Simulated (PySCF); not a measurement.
Two species compared at the same levels of theory.

First species: C7H9 (charge +1).
Cartesian coordinates in Å at the GFN2-xTB level; atoms count from 1:
```xyz
16
C7H9 angstrom
C      2.722   -0.406   -0.280
C      1.575   -0.039   -0.816
C      0.851    1.248   -0.415
C     -0.238    0.764    0.392
C     -0.744    0.406    1.629
C     -1.476    0.108    0.502
C     -2.654   -0.450   -0.104
H      3.214    0.166    0.489
H      3.234   -1.290   -0.619
H      1.089   -0.619   -1.586
H      0.496    1.751   -1.317
H      1.517    1.896    0.154
H     -0.638    0.381    2.690
H     -3.475    0.263    0.027
H     -2.959   -1.362    0.411
H     -2.523   -0.628   -1.169
```

Second species: C5H5NO.
InChI=1S/C5H5NO/c1-7-5-2-4(5)3-6/h2,5H,1H3/t5-/m0/s1

Levels: PBE0/def2-SVPD for HOMO energy, LUMO energy, HOMO–LUMO gap, static isotropic polarisability and electronic spatial extent ⟨r²⟩ about the centre of nuclear charge; TDDFT PBE0/def2-SVPD for lowest singlet excitation; TDA PBE0/def2-SVPD for lowest triplet excitation (Tamm–Dancoff); GFN2-xTB for rotational constant A and rotational constant C. Geometries: GFN2-xTB. All species are isolated and taken at one optimised geometry, non-relativistic unless stated. Electronic properties by PySCF.

The conformers computed, where there is a choice (atom-mapped SMILES and torsion angles):
- `[CH2:1]=[CH:2][CH2:3][c:4]1[cH:5][c+:6]1[CH3:7]`: C1–C2–C3–C4 -105°, C2–C3–C4–C5 90°
- `[CH3:1][O:2][C@H:3]1[CH:4]=[C:5]1[C:6]#[N:7]`: C1–O2–C3–C4 -145°

Question: Which has the higher static isotropic polarisability?

Answer: The first: 74.4 au against 67.1 au, a difference of 7.3 au.

Question: Which has the higher HOMO energy?

Answer: The second: -7.92 eV against -12.02 eV, a difference of 4.10 eV.

Question: Which has the higher ⟨r²⟩?

Answer: The first: 912 bohr² against 803 bohr², a difference of 109 bohr².

Question: Which has the higher rotational constant A?

Answer: The first: 5.723 GHz against 4.801 GHz, a difference of 0.922 GHz.

Question: Which of the two has the higher T1 energy, and by how much?

Answer: The first: 3.89 eV against 3.53 eV, a difference of 0.36 eV.

Question: Which of the two has the higher LUMO energy, and by how much?

Answer: The second: -2.07 eV against -6.35 eV, a difference of 4.28 eV.

Question: Which has the higher rotational constant C?

Answer: The second: 1.429 GHz against 1.389 GHz, a difference of 0.040 GHz.

Question: Which of the two has the higher HOMO–LUMO gap, and by how much?

Answer: The second: 5.85 eV against 5.67 eV, a difference of 0.18 eV.

On the first: The vertical singlet–triplet gap S1 − T1 is 0.77 eV (TDDFT singlet less Tamm–Dancoff triplet; S1: HOMO→LUMO, weight 0.96; T1: HOMO→LUMO, weight 0.44, beside HOMO→LUMO+1, weight 0.36). S1 lies 1.01 eV below the HOMO–LUMO gap; its leading configuration is HOMO→LUMO, weight 0.96.

On the second: The principal polarisabilities are 48.1, 65.6 and 87.6 au; their mean is the isotropic value. S1 lies 1.47 eV below the HOMO–LUMO gap; its leading configuration is HOMO→LUMO, weight 0.94.
